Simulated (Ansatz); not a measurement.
**Computed against measured: atomisation enthalpy at 298 K**

8 molecules; the atomisation enthalpy at 298 K in kJ/mol, computed less measured. Shapes, held fixed at every level: PBE0-D4/def2-TZVP. Flexible molecules stand in one conformer, not always the lowest. Thermal terms are harmonic and unscaled (PBE0-D4/def2-TZVP); the spin-orbit lowering of the free atoms is taken from their spectra. Programs: Ansatz 0.2.0. Measured values: Active Thermochemical Tables, CRC Handbook of Chemistry and Physics, NIST-JANAF tables.

Levels: A = SPW92/def2-TZVPP; B = PBE-D4/def2-TZVPP; C = B3LYP-D4/def2-TZVPP; D = CCSD(T)/def2-SVP.

```json
{"molecule": "SF2 (SMILES FSF)", "from tabulated heats": "732", "A": "+251", "B": "+60", "C": "-16", "D": "-157"}
{"molecule": "AsH3 (arsine)", "from tabulated heats": "890", "A": "+119", "B": "-16", "C": "+7", "D": "-83"}
{"molecule": "S2F2 (Difluorodisulfane)", "from tabulated heats": "1049", "A": "+352", "B": "+97", "C": "-28", "D": "-266"}
{"molecule": "CH3O (hydroxymethyl radical)", "from tabulated heats": "1636", "A": "+280", "B": "+50", "C": "+7", "D": "-100"}
{"molecule": "GeCl4 (germanium tetrachloride)", "from tabulated heats": "1353", "A": "+269", "B": "+55", "C": "-30", "D": "-129"}
{"molecule": "C2H4 (ethylene)", "from tabulated heats": "2253", "A": "+285", "B": "+37", "C": "+4", "D": "-93"}
{"molecule": "CH3NO (formamide)", "from tabulated heats": "2286", "A": "+424", "B": "+98", "C": "+11", "D": "-153"}
{"molecule": "C4H5N (pyrrole)", "from tabulated heats": "4322", "A": "+741", "B": "+178", "C": "+14", "D": "-203"}
```

Question: Sum up the errors.

Answer: 
```tsv
level	kind	mean error	mean absolute error	worst case
SPW92/def2-TZVPP	LDA	+340.1	340.1	C4H5N
PBE-D4/def2-TZVPP	GGA	+69.9	73.9	C4H5N
B3LYP-D4/def2-TZVPP	global hybrid	-3.9	14.6	GeCl4
CCSD(T)/def2-SVP	coupled cluster or CI	-148.0	148.0	S2F2
```

On this set B3LYP-D4/def2-TZVPP has the smallest mean absolute error and SPW92/def2-TZVPP the largest. SPW92/def2-TZVPP is too high in 8 of 8; PBE-D4/def2-TZVPP is too high in 7 of 8; CCSD(T)/def2-SVP is too low in 8 of 8. The heats of SF2, GeCl4 come from older tables and can be uncertain by 10 kJ/mol or more. The tabulated value of S2F2 is in doubt (older tables, estimates, or at odds with other calculations) and kept here. Over the 7 molecules whose values aren't doubted the mean absolute errors are A 338.4; B 70.6; C 12.7; D 131.1. For SPW92/def2-TZVPP the error grows with the size of the molecule. Correlated wave functions converge slowly with the basis. Open shells run unrestricted. Relativity is left out for As, Ge. Outer-core shells of As, Ge are correlated, in sets that cover them unevenly. The set is small.
